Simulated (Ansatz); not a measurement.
Relaxation of K3Sn3I9 with RKS r2SCAN-D4/def2-SVP.

```sh
$ ansatz run in.yaml --threads 2 --pin off --events-out ev --progress --plain --max-ram 22528MiB --backend cuda --devices 0, --max-vram 18GiB
```

```yaml
crystal:
  periodic: [false, false, false]
  atoms:
    - {symbol: K, position_ang: [-0.851980, 3.078610, -1.128250]}
    - {symbol: K, position_ang: [-3.063270, -0.363990, 2.062840]}
    - {symbol: K, position_ang: [-1.398250, -3.094690, -0.361280]}
    - {symbol: Sn, position_ang: [2.052570, 2.790780, 0.818850]}
    - {symbol: Sn, position_ang: [0.417000, -0.232090, 0.679880]}
    - {symbol: Sn, position_ang: [2.277450, -1.399210, -2.783970]}
    - {symbol: I, position_ang: [-0.188280, -2.179340, -3.720400]}
    - {symbol: I, position_ang: [-4.434620, -3.182790, 1.028500]}
    - {symbol: I, position_ang: [1.826460, 1.298390, -1.786460]}
    - {symbol: I, position_ang: [-0.341160, -1.986820, 2.821950]}
    - {symbol: I, position_ang: [2.986840, 0.317310, 2.109590]}
    - {symbol: I, position_ang: [-2.096400, 0.104080, -1.062040]}
    - {symbol: I, position_ang: [2.005810, -2.720120, -0.322380]}
    - {symbol: I, position_ang: [-0.524190, 2.286930, 2.065730]}
    - {symbol: I, position_ang: [1.332030, 5.282960, -0.422560]}
basis:
  gaussian: {orbitals: def2-SVP}
hamiltonian: {xc: r2scan, dispersion: d4}
scf: {lower_state_search: "off"}
output: {orbitals: {seedname: orbitals}}
relax: {f_tol: 0.03, max_steps: 70}
```

Run time 2.3 min (2 threads of AMD EPYC 7R13 on a shared host and a share (18 GiB) of an NVIDIA H100 80GB HBM3), peak host memory 1.2 GiB.

Positions (Å) and forces (eV/Å) at steps 1, 2, 3, 4, 5, 6, 7, 8, 10, 12, 13, 14, 15, 16, 17, 18, 19, 20, 21 of 28:

```xyz
15
step=1 energy=-139422.5197 eV
K    -0.852    3.079   -1.128   -0.922    0.405   -0.648
K    -3.063   -0.364    2.063   -0.731    0.002    0.289
K    -1.398   -3.095   -0.361   -0.434   -0.612   -0.138
Sn    2.053    2.791    0.819    1.349    0.730    0.556
Sn    0.417   -0.232    0.680    0.284   -0.705    0.397
Sn    2.277   -1.399   -2.784    0.704   -0.415   -0.746
I    -0.188   -2.179   -3.720   -0.339   -0.127   -0.303
I    -4.435   -3.183    1.028    0.046    0.025   -0.007
I     1.826    1.298   -1.786    0.353    0.637   -0.668
I    -0.341   -1.987    2.822   -0.017   -0.356    0.460
I     2.987    0.317    2.110    0.785   -0.519    0.647
I    -2.096    0.104   -1.062   -0.761    0.064   -0.469
I     2.006   -2.720   -0.322    0.364   -0.652    0.240
I    -0.524    2.287    2.066   -0.624    0.522    0.728
I     1.332    5.283   -0.423   -0.056    1.003   -0.340
15
step=2 energy=-139423.5829 eV
K    -0.951    3.152   -1.198   -0.502    0.184   -0.325
K    -3.157   -0.366    2.108   -0.477    0.002    0.167
K    -1.451   -3.178   -0.382   -0.309   -0.389   -0.121
Sn    2.196    2.901    0.892    0.320    0.286    0.218
Sn    0.448   -0.302    0.743    0.301   -0.172    0.342
Sn    2.353   -1.470   -2.880    0.021   -0.172   -0.089
I    -0.199   -2.204   -3.771    0.107    0.017   -0.096
I    -4.454   -3.192    1.033    0.000   -0.021    0.011
I     1.881    1.390   -1.866    0.207    0.190   -0.093
I    -0.379   -2.054    2.893    0.004   -0.116    0.118
I     3.099    0.272    2.197    0.120   -0.062    0.086
I    -2.201    0.102   -1.094   -0.211    0.032   -0.073
I     2.062   -2.824   -0.334    0.196   -0.169   -0.141
I    -0.563    2.364    2.125    0.184    0.212    0.038
I     1.316    5.408   -0.467    0.038    0.177   -0.043
15
step=3 energy=-139423.9815 eV
K    -1.069    3.220   -1.314   -0.198    0.029   -0.150
K    -3.314   -0.379    2.185   -0.252   -0.060    0.055
K    -1.569   -3.322   -0.429   -0.183   -0.149   -0.065
Sn    2.336    3.028    0.935   -0.028    0.147    0.042
Sn    0.523   -0.378    0.822    0.181    0.017    0.221
Sn    2.395   -1.444   -2.892   -0.022   -0.069    0.020
I    -0.151   -2.175   -3.803    0.072    0.055   -0.080
I    -4.527   -3.237    1.067   -0.017   -0.019    0.018
I     1.957    1.465   -1.814    0.069    0.061    0.044
I    -0.465   -2.135    2.908    0.037    0.004    0.001
I     3.187    0.329    2.220   -0.045   -0.092   -0.010
I    -2.221    0.080   -1.014   -0.030    0.009    0.029
I     2.079   -2.919   -0.409    0.111   -0.047   -0.070
I    -0.462    2.416    2.057    0.287    0.112   -0.048
I     1.301    5.452   -0.519    0.019    0.003   -0.007
15
step=4 energy=-139424.1307 eV
K    -1.159    3.206   -1.424   -0.032   -0.004   -0.054
K    -3.423   -0.432    2.206   -0.187   -0.077    0.071
K    -1.768   -3.336   -0.432   -0.039   -0.115   -0.047
Sn    2.368    3.081    0.932    0.110    0.129   -0.054
Sn    0.581   -0.410    0.886    0.278    0.056    0.046
Sn    2.497   -1.427   -2.897    0.020    0.041    0.064
I    -0.041   -2.045   -3.880   -0.008    0.029   -0.041
I    -4.680   -3.302    1.159    0.018    0.012    0.006
I     2.021    1.488   -1.768   -0.003    0.008    0.004
I    -0.488   -2.137    2.928   -0.033   -0.052    0.045
I     3.235    0.298    2.213   -0.066   -0.028   -0.007
I    -2.205    0.058   -0.930   -0.082    0.029   -0.009
I     2.150   -2.945   -0.461   -0.038   -0.021   -0.009
I    -0.324    2.467    2.041    0.038    0.026   -0.022
I     1.237    5.436   -0.573    0.024   -0.035    0.007
15
step=5 energy=-139424.2069 eV
K    -1.170    3.185   -1.483    0.004   -0.044    0.004
K    -3.581   -0.521    2.270   -0.058   -0.056    0.014
K    -1.836   -3.400   -0.466   -0.006   -0.014   -0.016
Sn    2.470    3.151    0.910   -0.038    0.066   -0.088
Sn    0.651   -0.410    0.910    0.063    0.073    0.042
Sn    2.511   -1.396   -2.846    0.037    0.032   -0.007
I    -0.015   -1.954   -3.905    0.006    0.040    0.000
I    -4.726   -3.377    1.161   -0.018   -0.047   -0.008
I     2.044    1.539   -1.758    0.017   -0.053    0.002
I    -0.526   -2.138    2.906   -0.014   -0.003    0.023
I     3.262    0.321    2.238   -0.003   -0.025   -0.011
I    -2.240    0.045   -0.843   -0.027    0.038    0.033
I     2.127   -2.997   -0.469   -0.050    0.013    0.008
I    -0.208    2.518    1.997    0.027    0.005   -0.013
I     1.238    5.434   -0.623    0.060   -0.025    0.016
15
step=6 energy=-139424.2603 eV
K    -1.152    3.146   -1.492    0.026    0.003    0.009
K    -3.711   -0.668    2.311   -0.030   -0.052    0.005
K    -1.857   -3.381   -0.490    0.012    0.004   -0.013
Sn    2.521    3.173    0.835   -0.011    0.043    0.002
Sn    0.655   -0.372    0.959    0.016    0.018    0.036
Sn    2.557   -1.388   -2.827   -0.012   -0.026    0.009
I     0.009   -1.813   -3.903    0.011    0.031   -0.007
I    -4.751   -3.531    1.127   -0.003   -0.039   -0.015
I     2.061    1.501   -1.769    0.009    0.009   -0.019
I    -0.555   -2.113    2.936   -0.005    0.025    0.008
I     3.286    0.322    2.233   -0.007   -0.017   -0.010
I    -2.299    0.082   -0.738   -0.035    0.001    0.035
I     2.060   -2.978   -0.458   -0.029    0.012    0.000
I    -0.139    2.587    1.984    0.043    0.025   -0.024
I     1.315    5.432   -0.707    0.016   -0.038   -0.015
15
step=7 energy=-139424.2991 eV
K    -1.131    3.121   -1.493    0.024   -0.002    0.010
K    -3.825   -0.827    2.343   -0.017   -0.046   -0.002
K    -1.846   -3.354   -0.515    0.005    0.012   -0.014
Sn    2.593    3.201    0.794   -0.029   -0.010    0.024
Sn    0.647   -0.327    0.998   -0.013   -0.003    0.036
Sn    2.552   -1.388   -2.797   -0.001   -0.038   -0.018
I     0.004   -1.703   -3.923    0.015    0.015    0.034
I    -4.753   -3.689    1.064    0.021   -0.026   -0.018
I     2.087    1.494   -1.778    0.005    0.015   -0.009
I    -0.577   -2.065    2.976    0.002    0.040    0.000
I     3.302    0.312    2.226   -0.019    0.005   -0.016
I    -2.374    0.116   -0.637   -0.012    0.000    0.032
I     1.996   -2.962   -0.425   -0.042    0.010   -0.020
I    -0.065    2.669    1.964    0.049    0.019   -0.011
I     1.391    5.402   -0.797    0.012    0.007   -0.030
15
step=8 energy=-139424.3283 eV
K    -1.085    3.100   -1.471    0.005   -0.006    0.002
K    -3.936   -0.990    2.370    0.003   -0.033   -0.015
K    -1.830   -3.316   -0.560   -0.010    0.020   -0.026
Sn    2.642    3.231    0.754    0.025   -0.030    0.014
Sn    0.624   -0.288    1.031   -0.036    0.003   -0.001
Sn    2.564   -1.404   -2.789   -0.056   -0.018    0.023
I    -0.007   -1.627   -3.883   -0.005    0.015   -0.018
I    -4.718   -3.850    0.995    0.026   -0.015   -0.015
I     2.119    1.480   -1.789    0.015    0.009   -0.006
I    -0.605   -1.999    3.021    0.006    0.026    0.015
I     3.291    0.319    2.213    0.027   -0.007    0.002
I    -2.445    0.154   -0.532   -0.005    0.010    0.029
I     1.898   -2.950   -0.428    0.029   -0.004    0.021
I     0.012    2.739    1.967   -0.014    0.043   -0.015
I     1.478    5.400   -0.898   -0.008   -0.013   -0.010
15
step=10 energy=-139424.3718 eV
K    -1.020    3.064   -1.481    0.003   -0.006    0.007
K    -4.065   -1.318    2.381    0.033   -0.012   -0.015
K    -1.799   -3.168   -0.756   -0.050    0.012   -0.052
Sn    2.760    3.241    0.700   -0.022   -0.046    0.026
Sn    0.555   -0.201    1.112   -0.013    0.008    0.019
Sn    2.461   -1.454   -2.731   -0.002   -0.005    0.000
I    -0.133   -1.500   -3.838   -0.006   -0.015    0.038
I    -4.551   -4.152    0.815    0.033    0.021   -0.011
I     2.176    1.441   -1.798    0.001   -0.007   -0.012
I    -0.630   -1.846    3.164    0.003    0.036    0.019
I     3.281    0.313    2.204    0.002    0.017   -0.001
I    -2.574    0.265   -0.329    0.004   -0.007    0.014
I     1.785   -2.922   -0.327    0.019    0.005   -0.018
I     0.119    2.894    1.938    0.005    0.010   -0.014
I     1.635    5.344   -1.055   -0.009   -0.009   -0.001
15
step=12 energy=-139424.4074 eV
K    -0.990    3.011   -1.481    0.002   -0.001    0.003
K    -4.006   -1.529    2.404    0.031   -0.007    0.001
K    -1.880   -3.033   -1.106   -0.043   -0.017    0.016
Sn    2.802    3.215    0.679   -0.003   -0.013    0.019
Sn    0.498   -0.157    1.204   -0.008   -0.013    0.024
Sn    2.393   -1.509   -2.700    0.015   -0.001    0.018
I    -0.225   -1.454   -3.802    0.037    0.029   -0.057
I    -4.372   -4.275    0.657    0.008    0.012    0.002
I     2.204    1.377   -1.801   -0.011    0.000   -0.007
I    -0.605   -1.633    3.403    0.012    0.040    0.016
I     3.256    0.337    2.233    0.023    0.006   -0.002
I    -2.642    0.313   -0.194    0.016   -0.017   -0.009
I     1.702   -2.906   -0.272   -0.050   -0.006   -0.016
I     0.160    2.967    1.930   -0.015    0.004   -0.014
I     1.705    5.276   -1.154   -0.016   -0.016    0.006
15
step=13 energy=-139424.4297 eV
K    -0.986    2.985   -1.485   -0.001    0.000   -0.004
K    -3.920   -1.589    2.420    0.018   -0.005    0.016
K    -1.965   -3.018   -1.252    0.000    0.006   -0.012
Sn    2.803    3.205    0.689   -0.004   -0.001   -0.002
Sn    0.490   -0.149    1.258   -0.010   -0.016    0.020
Sn    2.382   -1.527   -2.685   -0.008    0.003    0.016
I    -0.206   -1.416   -3.874    0.056    0.016   -0.028
I    -4.329   -4.294    0.622   -0.011   -0.007    0.017
I     2.204    1.353   -1.788   -0.012    0.003    0.005
I    -0.573   -1.510    3.547    0.006    0.034    0.002
I     3.262    0.351    2.253    0.028    0.001   -0.008
I    -2.633    0.293   -0.180    0.021   -0.022   -0.011
I     1.612   -2.914   -0.274   -0.068   -0.002   -0.015
I     0.154    2.983    1.926   -0.010   -0.006   -0.001
I     1.704    5.245   -1.176   -0.006   -0.004    0.005
15
step=14 energy=-139424.4537 eV
K    -0.984    2.963   -1.492   -0.005   -0.001   -0.002
K    -3.834   -1.644    2.454    0.018   -0.016    0.000
K    -2.052   -3.003   -1.419   -0.012    0.010    0.004
Sn    2.799    3.206    0.697   -0.004    0.007   -0.019
Sn    0.492   -0.144    1.316   -0.029   -0.020    0.024
Sn    2.379   -1.543   -2.645   -0.051   -0.016    0.012
I    -0.151   -1.373   -3.966    0.072   -0.005    0.014
I    -4.294   -4.315    0.607    0.016    0.011    0.000
I     2.195    1.334   -1.768   -0.014    0.016    0.014
I    -0.546   -1.377    3.693    0.009    0.032   -0.025
I     3.291    0.363    2.248    0.024   -0.007   -0.001
I    -2.607    0.252   -0.176    0.027   -0.012   -0.008
I     1.468   -2.940   -0.282   -0.050    0.020   -0.024
I     0.146    2.992    1.927    0.003   -0.014    0.002
I     1.697    5.228   -1.191   -0.004   -0.006    0.008
15
step=15 energy=-139424.4690 eV
K    -0.992    2.952   -1.493   -0.007    0.008    0.002
K    -3.728   -1.707    2.471    0.017   -0.011    0.004
K    -2.150   -2.973   -1.581   -0.003    0.010    0.014
Sn    2.800    3.209    0.697   -0.005   -0.002   -0.031
Sn    0.491   -0.140    1.372   -0.017   -0.014    0.031
Sn    2.374   -1.564   -2.584   -0.095   -0.048    0.022
I    -0.083   -1.356   -4.042    0.078   -0.016    0.033
I    -4.242   -4.333    0.582    0.020    0.007   -0.018
I     2.167    1.320   -1.746   -0.013    0.023    0.017
I    -0.517   -1.242    3.830    0.002    0.025   -0.054
I     3.323    0.372    2.231    0.013   -0.016    0.003
I    -2.569    0.219   -0.182    0.016   -0.003    0.004
I     1.295   -2.968   -0.287   -0.007    0.049   -0.037
I     0.149    2.995    1.932    0.002   -0.012    0.008
I     1.682    5.216   -1.201    0.000    0.003    0.004
15
step=16 energy=-139424.4758 eV
K    -1.016    2.977   -1.477   -0.009    0.015    0.009
K    -3.651   -1.778    2.471    0.021   -0.006    0.002
K    -2.203   -2.922   -1.697   -0.002    0.011    0.029
Sn    2.793    3.186    0.678    0.022    0.029   -0.042
Sn    0.507   -0.113    1.414   -0.036   -0.031    0.029
Sn    2.339   -1.608   -2.512   -0.036   -0.031   -0.010
I    -0.023   -1.376   -4.115    0.048   -0.038    0.061
I    -4.181   -4.358    0.526    0.019    0.008   -0.025
I     2.109    1.298   -1.745   -0.012    0.033    0.037
I    -0.505   -1.132    3.908   -0.002    0.009   -0.049
I     3.371    0.361    2.214   -0.024   -0.008   -0.002
I    -2.536    0.217   -0.162    0.007   -0.005   -0.004
I     1.168   -2.980   -0.249   -0.021    0.045   -0.039
I     0.155    3.014    1.949    0.024   -0.028    0.008
I     1.675    5.214   -1.202   -0.001   -0.001   -0.005
15
step=17 energy=-139424.4773 eV
K    -1.064    3.056   -1.406    0.004    0.015    0.033
K    -3.530   -1.897    2.449    0.018    0.000    0.012
K    -2.308   -2.841   -1.834    0.019    0.019    0.024
Sn    2.846    3.216    0.612   -0.065   -0.093   -0.034
Sn    0.473   -0.113    1.474    0.063    0.056   -0.018
Sn    2.361   -1.661   -2.413   -0.146    0.025    0.015
I     0.091   -1.488   -4.160    0.091   -0.022    0.053
I    -4.111   -4.418    0.436    0.014    0.019   -0.017
I     1.997    1.270   -1.699    0.009    0.019   -0.029
I    -0.497   -1.019    4.026   -0.038   -0.023   -0.034
I     3.373    0.379    2.162    0.035   -0.045    0.013
I    -2.525    0.241   -0.140   -0.027   -0.014   -0.003
I     0.973   -2.976   -0.247    0.047    0.003   -0.015
I     0.252    3.011    1.984   -0.023    0.069   -0.021
I     1.671    5.239   -1.243   -0.002   -0.029    0.020
15
step=18 energy=-139424.4930 eV
K    -1.110    3.104   -1.364    0.006    0.017    0.037
K    -3.544   -1.913    2.437    0.019    0.005    0.013
K    -2.293   -2.816   -1.804    0.020    0.014    0.001
Sn    2.849    3.170    0.594   -0.044   -0.031   -0.051
Sn    0.485   -0.070    1.442    0.015   -0.021    0.004
Sn    2.380   -1.644   -2.362   -0.092    0.024   -0.008
I     0.141   -1.566   -4.142    0.062   -0.007    0.009
I    -4.116   -4.427    0.415    0.008    0.017   -0.008
I     1.942    1.308   -1.752    0.027   -0.037    0.036
I    -0.495   -1.038    3.966   -0.026   -0.015   -0.020
I     3.397    0.328    2.145   -0.021   -0.008   -0.039
I    -2.545    0.265   -0.123   -0.021   -0.012   -0.007
I     0.972   -2.967   -0.219    0.031    0.017    0.038
I     0.263    3.049    1.998    0.012    0.014   -0.004
I     1.675    5.218   -1.230    0.003    0.024   -0.002
15
step=19 energy=-139424.5153 eV
K    -1.183    3.199   -1.236   -0.003    0.013    0.036
K    -3.524   -1.912    2.438   -0.028   -0.010   -0.003
K    -2.254   -2.739   -1.826    0.001   -0.002    0.007
Sn    2.845    3.117    0.491   -0.033    0.091   -0.009
Sn    0.450   -0.087    1.441   -0.046    0.053   -0.034
Sn    2.426   -1.632   -2.235   -0.059    0.008    0.032
I     0.296   -1.692   -4.133    0.044   -0.017    0.003
I    -4.088   -4.381    0.362    0.011    0.006   -0.010
I     1.836    1.326   -1.795   -0.018   -0.080   -0.013
I    -0.499   -1.108    3.953    0.020   -0.003    0.020
I     3.384    0.243    1.996    0.039   -0.037   -0.006
I    -2.615    0.301   -0.114    0.012    0.011   -0.011
I     0.948   -2.950   -0.113    0.025    0.008   -0.030
I     0.329    3.072    2.024    0.020   -0.016   -0.001
I     1.650    5.243   -1.252    0.017   -0.024    0.018
15
step=20 energy=-139424.5357 eV
K    -1.245    3.294   -1.107    0.007    0.005    0.030
K    -3.504   -1.938    2.425   -0.027   -0.012   -0.013
K    -2.245   -2.678   -1.869    0.010   -0.003   -0.006
Sn    2.843    3.098    0.426   -0.044    0.077   -0.024
Sn    0.424   -0.056    1.432   -0.025    0.017   -0.008
Sn    2.446   -1.644   -2.124   -0.072    0.051   -0.001
I     0.430   -1.832   -4.149    0.068   -0.015    0.067
I    -4.044   -4.375    0.303    0.007    0.008   -0.003
I     1.716    1.314   -1.809   -0.010   -0.072   -0.008
I    -0.490   -1.108    3.949    0.022    0.008    0.015
I     3.400    0.175    1.876   -0.002   -0.016   -0.020
I    -2.650    0.331   -0.113    0.021    0.018    0.004
I     0.888   -2.940   -0.047   -0.006    0.006   -0.038
I     0.392    3.103    2.077    0.041   -0.024   -0.025
I     1.641    5.257   -1.269    0.011   -0.048    0.031
15
step=21 energy=-139424.5583 eV
K    -1.306    3.377   -0.984    0.020   -0.007    0.025
K    -3.491   -1.958    2.415   -0.020   -0.013   -0.020
K    -2.251   -2.622   -1.921    0.028   -0.001   -0.014
Sn    2.846    3.086    0.349   -0.069    0.039   -0.037
Sn    0.398   -0.050    1.423   -0.021    0.011    0.002
Sn    2.480   -1.626   -1.993   -0.078    0.056   -0.022
I     0.576   -1.951   -4.118    0.070   -0.007    0.074
I    -4.007   -4.364    0.250    0.003    0.009    0.001
I     1.600    1.305   -1.824    0.006   -0.040    0.005
I    -0.484   -1.106    3.953    0.019    0.014    0.013
I     3.408    0.113    1.740   -0.004   -0.026   -0.026
I    -2.677    0.358   -0.106    0.023    0.020    0.017
I     0.817   -2.937   -0.008   -0.020   -0.001   -0.015
I     0.469    3.112    2.109    0.042   -0.016   -0.030
I     1.621    5.265   -1.285    0.001   -0.039    0.027
```

In the def2 sets I, Sn take a core potential; there is no spin–orbit coupling. Another isomer (singlet) lies 0.45 eV lower at PBE0-D4/def2-TZVP; other spin states weren't run for this one.
